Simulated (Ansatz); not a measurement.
A structure relaxed at PBE0-D4/def2-TZVP, charge 0, multiplicity 1:

```xyz
12

C    -0.922    1.421    1.257
Si   -0.114    1.140   -0.402
S    -1.160   -0.183   -1.752
Si    0.791   -0.807   -1.048
N     0.979   -2.169   -0.035
H    -0.231    1.930    1.934
H    -1.811    2.047    1.142
H    -1.224    0.476    1.710
H     0.291    2.431   -1.018
H     1.777   -0.948   -2.142
H     1.200   -3.064   -0.443
H     0.424   -2.274    0.798
```

**Question.** Give its formula and SMILES.

**Answer.** CH7NSSi2, `C[Si@@H]1S[Si@@H]1N`.

**Question.** Summarise the bond lengths by kind.

**Answer.** 1 × C–Si 1.867 Å; 3 × C–H 1.091 to 1.093 Å; 2 × S–Si 2.160 to 2.166 Å; 1 × Si–Si 2.242 Å; 2 × H–Si 1.480 to 1.486 Å; 1 × N–Si 1.708 Å; 2 × H–N 1.007 to 1.008 Å.

All numbers were calculated with Ansatz.
